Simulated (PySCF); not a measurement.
Molecule: `C1(=C)/C(=C\CF)C[C@@H]1Cl`, C$_{7}$H$_{8}$ClF.

Geometry (Å), atoms numbered from 1 in this order:
```xyz
17

C    -0.0909    1.4477   -1.4133
C    -0.5968    0.5108   -0.6266
C    -0.0814   -0.4383    0.3604
C     1.0787   -0.6287    0.9752
C     2.3039    0.1960    0.7494
F     3.2175   -0.0168    1.7516
C    -1.4212   -1.1296    0.4620
C    -1.9908   -0.0515   -0.4803
Cl   -2.7162   -0.6575   -1.9893
H    -0.7181    1.9875   -2.1027
H     0.9562    1.6934   -1.4112
H     1.1887   -1.4251    1.6978
H     2.8040   -0.0762   -0.1899
H     2.0764    1.2682    0.7472
H    -1.8659   -1.1597    1.4553
H    -1.4317   -2.1300    0.0336
H    -2.7196    0.6218   -0.0290
```

Frames of a GFN2-xTB Langevin trajectory at 200 K; GIAO PBE0/pcSseg-1 shieldings in PySCF, gas phase, non-relativistic; equivalent atoms averaged within each frame.

Shifts are taken against calculated references (same method and geometry level): $^{13}$C (σref 186.93) and $^{1}$H (σref 31.72) against TMS; $^{19}$F (σref 170.95) against CFCl3; $^{35}$Cl (σref 949.78) against HCl. The references are static minima.

Question: How do the shifts (ppm) fluctuate along the trajectory?

Answer: 
```
         time (fs)     C2     C3     C4     C1    C5    C8    C7      F6  Cl9   H17
optimised geometry  157.7  138.6  135.5  121.4  85.7  57.0  42.5  -252.1  194  4.68
               250  153.8  138.2  133.6  120.6  90.3  63.4  41.2  -240.3  220  6.04
               425  155.2  139.2  135.5  125.2  84.5  60.0  38.7  -244.5  243  5.67
               625  156.6  137.2  134.1  123.7  87.1  56.0  38.1  -242.7  228  4.71
               800  158.7  139.6  139.0  122.2  84.5  57.3  44.5  -239.9  193  5.46
              1000  162.9  138.7  129.1  129.0  88.1  60.2  42.9  -236.2  233  5.74
    mean of frames  157.5  138.6  134.3  124.1  86.9  59.4  41.1  -240.7  223  5.52
standard deviation    3.5    0.9    3.6    3.2   2.5   2.8   2.7     3.1   19  0.50
```

5 frames give an uncertainty of the mean of about the standard deviation over 2.2 at best, since frames this close in time may not be independent; classical motion lacks zero-point vibration, and the reference would need the same averaging.
